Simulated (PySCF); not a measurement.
Run record: geometry optimisation, [RuO4]2- (`[O]=[Ru-2](=[O])(=[O])=[O]`) [triplet].

Method: PBE0-D3(BJ)/def2-SVP geometry optimisation, gas phase, def2 core potentials past Kr (PySCF 2.14.0). Start geometry: GFN2-xTB. A driver script takes a list of jobs; this job's settings line and coordinates (Å) are shown.

Input:
```
{"job": {"xc": "PBE0", "basis": "def2-SVP", "d3": "d3bj", "grid": 1, "maxiter": 40, "kind": "geom"}, "charge": -2, "multiplicity": 3}
Ru     0.001480    -0.004960     0.007950
O      0.008630    -0.016500     1.783530
O      1.670520     0.015000    -0.609560
O     -0.841460     1.453130    -0.574630
O     -0.839160    -1.446680    -0.607290
```

Output:
```
step   0  E = -395.09091473  max force = 0.007745
step   1  E = -395.09113893  max force = 0.004505
step   2  E = -395.09124085  max force = 0.000650
step   3  E = -395.09124597  max force = 0.000315
optimisation converged
```

Energies in Eh; «max force» is the largest Cartesian gradient component in Eh/bohr.

Question: Give the first gradient maximum in eV/Å.

Answer: With 1 Eh/bohr = 51.422 eV/Å, 0.398 eV/Å.

In short: final energy -395.09125 Eh after 3 steps.

Question: Where do the atoms end?

Answer: 0.011 Å rms from the input after alignment:
```
atom  x, y, z in Å
Ru1   -0.0001   -0.0008    0.0010
O2     0.0190   -0.0145    1.7699
O3     1.6606    0.0108   -0.6081
O4    -0.8432    1.4468   -0.5691
O5    -0.8363   -1.4423   -0.5937
```

The ion is multiply charged and computed in the gas phase, without counter-ions or solvent; whether it holds all its electrons wasn't checked.

Question: How long does this job take on one thread of an Arm Neoverse V1, on a shared host?

Answer: About 19 s.
Labels such as C1 count atoms from 1, the log's own numbers from 0.

Caution for open-shell metal species: one SCF solution and one stationary point were followed, and a lower state or a bent or distorted shape isn't ruled out.
